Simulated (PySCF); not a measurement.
C2H9NOSi2, SMILES C=CO[SiH2]N[SiH3].

Geometry: B3LYP-D3(BJ)/def2-SVP. The structure was generated by enumeration, and PubChem lists no compound with its InChIKey, so it may never have been made. One conformer was computed; it need not be the lowest.

Two levels are set side by side: PBE/def2-TZVP (PySCF) and r2SCAN/def2-TZVP (PySCF). Same geometry, gas phase. Differences are taken from unrounded values.

```
quantity                     r2SCAN    PBE  PBE minus r2SCAN
---------------------------  ------  -----  ----------------
orbital gap (eV)               5.27   4.67             -0.60
highest occupied level (eV)   -5.84  -5.62              0.21
lowest empty level (eV)       -0.56  -0.95             -0.39
dipole moment (D)              1.51   1.50             -0.01
mean polarisability (bohr³)    87.9   90.7               2.8
```

Rough cost on one machine, each run with all the roots and properties that it gave: r2SCAN against PBE about 3 times.
